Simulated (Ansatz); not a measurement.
Reaction (isomerisation): `B1C=NCS1` → `C=C1SB1N`

Program: Ansatz. Geometries: PBE0-D4/def2-TZVP. ΔE: electronic, gas phase. CCSD(T)/CBS is the MP2 limit (def2-TZVPP, def2-QZVPP) plus CCSD(T) − MP2 in def2-TZVPP, frozen cores. Functionals use def2-TZVPP. Each species was taken in one conformer, which may not be the lowest.

Q: Is it downhill or uphill in electronic energy at CCSD(T)/CBS, and by how much? (Best estimate.)

A: Computed: Downhill: ΔE = -0.32 eV.

Q: What do these levels give: revPBE-D4, r2SCAN0-D4, PBE, r2SCAN0, BHLYP, CAM-B3LYP, LC-ωPBE, HF/def2-SVP, CCSD/def2-SVP, CCSD/def2-TZVPP, MP2/CBS(def2), CCSD/CBS(def2)? (Estimate.)

A: Ansatz gave: revPBE-D4 -0.33, r2SCAN0-D4 -0.43, PBE -0.43, r2SCAN0 -0.43, BHLYP -0.40, CAM-B3LYP -0.40, LC-ωPBE -0.34, HF/def2-SVP -0.31, CCSD/def2-SVP -0.27, CCSD/def2-TZVPP -0.30, MP2/CBS(def2) -0.41, CCSD/CBS(def2) -0.34 eV.

Largest T1 diagnostic among the species: 0.017.

At CCSD(T), def2-SVP lies +0.08 eV from the extrapolated value and def2-TZVPP +0.04 eV. Leaving LDA and LC-ωPBE aside and taking each functional with its dispersion term where it has one, the values, not all of them listed here, spread over 0.24 eV, from B97M-V to ωB97X-V. LDA lies +0.04 eV from PBE without D4.
